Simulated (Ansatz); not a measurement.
`[NH2][Y]([Cl])[Cl]` + `C=C(N)Cl` → `[Cl][Y]([Cl])[Cl]` + `C=C(N)N`  (formal exchange of groups at a Y–N bond)

Isolated molecules relaxed with PBE0-D4/def2-TZVP in Ansatz; ΔE leaves out vibrations. CCSD(T)/CBS adds triple-zeta CCSD(T) − MP2 to the extrapolated MP2 energy (def2 sets, frozen cores). DFT in def2-TZVPP. B3LYP here is the variant with VWN-RPA as its local correlation; programs differ in this. def2 core potentials past Kr. For Y outer-core shells are correlated without core-valence functions, which leaves a few kJ/mol of doubt a bond. Each species was taken in one conformer, which may not be the lowest.

```json
{"level": "revPBE-D4", "ΔE (kJ/mol)": "-131.5", "difference from CCSD(T)/CBS": "9.5"}
{"level": "B97M-V", "ΔE (kJ/mol)": "-147.4", "difference from CCSD(T)/CBS": "-6.4"}
{"level": "B3LYP-D4", "ΔE (kJ/mol)": "-139.9", "difference from CCSD(T)/CBS": "1.1"}
{"level": "r2SCANh-D4", "ΔE (kJ/mol)": "-145.3", "difference from CCSD(T)/CBS": "-4.3"}
{"level": "RPA@PBE/def2-TZVPP", "ΔE (kJ/mol)": "-131.0", "difference from CCSD(T)/CBS": "10.0"}
{"level": "HF/def2-TZVPP", "ΔE (kJ/mol)": "-169.9", "difference from CCSD(T)/CBS": "-28.9"}
{"level": "SCS-MP2/def2-TZVPP", "ΔE (kJ/mol)": "-135.7", "difference from CCSD(T)/CBS": "5.3"}
{"level": "CCSD(T)/def2-TZVPP", "ΔE (kJ/mol)": "-138.1", "difference from CCSD(T)/CBS": "2.9"}
{"level": "SCS-MP2/def2-QZVPP", "ΔE (kJ/mol)": "-137.8", "difference from CCSD(T)/CBS": "3.2"}
{"level": "HF/CBS(def2)", "ΔE (kJ/mol)": "-170.2", "difference from CCSD(T)/CBS": "-29.2"}
{"level": "CCSD(T)/CBS", "ΔE (kJ/mol)": "-141.0", "difference from CCSD(T)/CBS": "0"}
```

Largest T1 diagnostic among the species: 0.011.

At CCSD(T), def2-SVP lies −12.5 kJ/mol from the extrapolated value and def2-TZVPP +2.9 kJ/mol. From BLYP to BHLYP (50 % exact exchange), in def2-TZVPP and without D4, ΔE moves by −22.4 kJ/mol.
